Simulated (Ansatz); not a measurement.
Li3I3⁺, that is (LiI)3 ring with one electron fewer, relaxed as a doublet with UKS PBE0-D4/def2-SVP in Ansatz, starting from the PBE0-D4/def2-SVP geometry of the neutral singlet. Force threshold 0.02 eV/Å.

In the def2 sets I takes a core potential; there is no spin–orbit coupling. In the charge 1 doublet, I4 and I6 lie 3.28 Å apart (atoms count from 1), so these atoms are partly bonded to each other.

Start:

```xyz
6

Li   -1.949    0.501   -0.633
I    -0.583    2.651   -0.847
Li    1.517    1.467    0.004
I     2.627   -0.675    0.853
Li    0.433   -1.967    0.628
I    -2.044   -1.977   -0.006
```

```csv
step,energy (eV),largest force component (eV/Å),SCF passes
1,-24915.9254,0.335,40
2,-24916.0466,0.089,40
3,-24916.0694,0.018,43
4,-24916.0705,0.015,40
5,-24916.0713,0.005,69
6,-24916.0713,0.005,53
7,-24916.0718,0.011,51
8,-24916.0746,0.026,57
9,-24916.0861,0.080,55
10,-24916.1162,0.103,54
11,-24916.1854,0.186,56
12,-24916.2789,0.246,54
13,-24916.3848,0.180,52
14,-24916.5013,0.139,39
15,-24916.5400,0.215,33
16,-24916.5612,0.051,36
17,-24916.5775,0.058,33
18,-24916.5895,0.054,34
19,-24916.5995,0.057,32
20,-24916.6102,0.052,32
21,-24916.6253,0.052,32
22,-24916.6456,0.069,32
23,-24916.6838,0.118,32
24,-24916.7391,0.171,32
25,-24916.8186,0.224,32
26,-24916.9077,0.218,32
27,-24916.9354,0.057,33
28 (rejected),-24916.9210,0.239,35
29,-24916.9369,0.008,35
```

Force components are those of the run's own axes.

End:

```tsv
atom	x (Å)	y (Å)	z (Å)
Li1	-1.984	0.407	-1.032
I2	-0.697	1.955	0.687
Li3	1.692	1.477	-0.349
I4	2.096	-1.167	-0.125
Li5	-0.105	-0.603	1.516
I6	-1.002	-2.069	-0.698
```

Bonds formed: I2–Li5, I4–I6 (atoms count from 1).

The force fell under the threshold at step 3, but the optimiser went on and released 0.867 eV more. No frequencies were taken in this run, so the end may be a saddle point.

It took 2.8 min on 4 threads of Arm Neoverse V1 on a shared host.
